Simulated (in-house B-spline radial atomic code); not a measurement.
**RPA and G0W0 on BHandHLYP: Te VI (Te5+)**

Configuration [Kr] 4d10 5s1, highest spin, mean-field start BHandHLYP. Computed with a B-spline radial code for spherical atoms: all electrons, scalar-relativistic (spin-free one-electron X2C), finite nucleus, each spin shell either full or empty, empty states to l = 9 with an (l + 1/2)⁻⁴ tail; G0W0 by contour deformation at full frequency.

Command:
```bash
python run_gw.py task.json out
```
Settings (radii: box in bohr, nucleus in fm):
```
Z                        52
electrons                47
configuration            [Kr] 4d10 5s1
hamiltonian              x2c
method                   bhandhlyp
lmax                     9
rms_radius               4.7423
spin_polarised           True
box_radius               10.43
intervals                67
ion_configuration        [Kr] 4d10
```

Cost of the run: 12 s on 1 thread of Arm Neoverse N1, with other jobs on the host.

Energies (hartree):

| term | value |
| --- | --- |
| mean-field total | -6788.28175 |
| Hartree-Fock functional on these orbitals | -6785.59900 |
| direct second order | -4.0453 |
| second-order exchange | 1.1248 |
| SOSEX correction | 1.0604 |

(1) What is the RPA correlation energy, and what remains with SOSEX?

Quasi-particle levels (eV):

```tsv
level	occupied	mean field	Σx - vxc	Σc	QP weight	G0W0
5s up	yes	-67.91	-1.31	?	?	?
4d down	yes	-104.84	-5.12	0.20	0.961	-109.76
4d up	yes	-105.13	-5.19	0.30	0.929	-110.03
5s down	no	-61.15	5.19	-2.63	0.968	-58.59
```

G0W0 = mean field + (Σx - vxc) + Σc, with Σc (partial-wave tail included) taken at the quasi-particle energy. Only the outer levels were computed. Levels of low weight are left out.

(2) Where does G0W0 put 5s up?

(3) What does it cost to remove one electron (to [Kr] 4d10) by differences of total energies, each species on its own start (correlation terms add to the Hartree-Fock functional)?

## Answers

(1) RPA gives -3.6289 hartree (-2.1 eV per electron); RPA + SOSEX gives -2.5685, and the second-order doubles -2.9205 hartree (no singles). RPA lacks exchange-type terms and so overcorrelates at short range.

(2) At -71.30 eV, with Σc = -2.07 eV and a quasi-particle weight of 0.976. The tabulated removal energy is 69.1 ± 2 eV (NIST, tabulated theory); the calculation leaves out spin-orbit coupling, Breit and QED terms, and what these don't explain is the method's own error.

(3) BHandHLYP 70.88 eV, Hartree-Fock functional 69.00 eV, + RPA 71.05 eV, + RPA + SOSEX 70.42 eV, + second order 71.23 eV. Tabulated: 69.1 ± 2 eV (NIST, tabulated theory); the calculation leaves out spin-orbit coupling, Breit and QED terms, and what these don't explain is the method's own error.
